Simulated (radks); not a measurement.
Results of a calculation; reference values are marked as such.
Species: N. Configuration: [He] 2s2 2p3 (the NIST ground configuration).

Level of theory: non-relativistic Kohn-Sham, PBE, spin-polarised, spherical densities, point nucleus; open shells are filled with parallel spins first (a radial shooting solver on a logarithmic mesh with Libxc functionals).

Energy parts (eV):
| part | energy |
|---|---|
| total | -1483.994 |
| kinetic | 1479.818 |
| electron-nucleus | -3490.782 |
| Hartree | 709.526 |
| exchange-correlation | -182.555 |

Orbitals (lengths in bohr, moments of r in powers of bohr; r(max) is where P^2 peaks; r(90%) holds 90 % of the orbital's charge):
orbital  occ.  eigenvalue (eV)  r(max)  r(90%)     <r>
1s up       1        -383.9323  0.1485   0.413  0.2303
1s down     1        -382.4109  0.1483   0.412  0.2296
2s up       1         -19.8515   1.009    2.09   1.305
2s down     1         -15.2806   1.028    2.21   1.365
2p up       3          -8.3043  0.9624    2.49   1.434
2p down     0          -4.1347   1.009    2.97   1.650

The highest occupied level is 2p up at -8.304 eV. Spin moment in Bohr magnetons: 3. The spin density at the nucleus is -0.0114 e/bohr^3 (1s -0.4410, 2s 0.4296), a Fermi contact field of -0.6 T. The density falls to 0.001 e/bohr^3 at r = 3.42 bohr. Summed over all electrons, <r^2> = 12.58 bohr^2, which gives a Langevin (diamagnetic) susceptibility term of -9.97 x 10^-6 cm^3/mol. The electron density at the nucleus is 207.1 e/bohr^3. Virial ratio -V/T = 2.00282.
